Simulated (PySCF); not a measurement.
# Electron correlation in Mo²⁺ (molybdenum, charge +2)

[Kr] 4d3 5s1, high-spin 5F determinant (an excited configuration). Computed with PySCF 2.14 in aug-cc-pVTZ-PP with ECP28MDF (6s6p5d3f2g, 88 functions), with a scalar-relativistic core potential. Frozen: 4s2 4p6; 4 electrons correlated.

```
  level  correlation energy (mhartree)
   CCSD                         -34.28
    (T)                          -0.38
CCSD(T)                         -34.66
```

Diagnostics: T1 = 0.0038, D1 = 0.0104, largest double amplitude 0.017.

Cost of the coupled-cluster step: roughly 9 core-seconds, for 4 correlated electrons.
